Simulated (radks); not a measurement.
Results of a calculation; reference values are marked as such.
Q: These are the eigenvalues of the occupied orbitals of an atom or ion with whole-number occupations (eV). Level of theory: scalar-relativistic Kohn-Sham, r2SCAN, spin-polarised, spherical densities, finite nucleus; meta-GGA in the generalised Kohn-Sham scheme; Fermi nuclear charge, rms radius of each element as measured or else 0.836 A^(1/3) + 0.57 fm (a radial shooting solver on a logarithmic mesh with Libxc functionals).

1s up: -16844.76
1s down: -16842.75
2s up: -3027.247
2s down: -3026.641
2p up: -2789.060
2p down: -2787.387
3s up: -1048.834
3s down: -1043.423
3p up: -970.0962
3p down: -964.5814

Which element is it, and in what charge state? The configuration may be excited. Open shells, if any, are filled with parallel spins first.

A: Z = 38, strontium, charge +21: Sr21+ in [Ne] 3s2 3p5. The list shows which subshells hold electrons but not how many an open one holds; the 1s level, -619.03 hartree, gives Z - s = 35.2 by -(Z - s)^2/2, which with screening and relativity narrows Z to a few neighbours, and the depths of the outer levels then fix element, charge and occupations together.
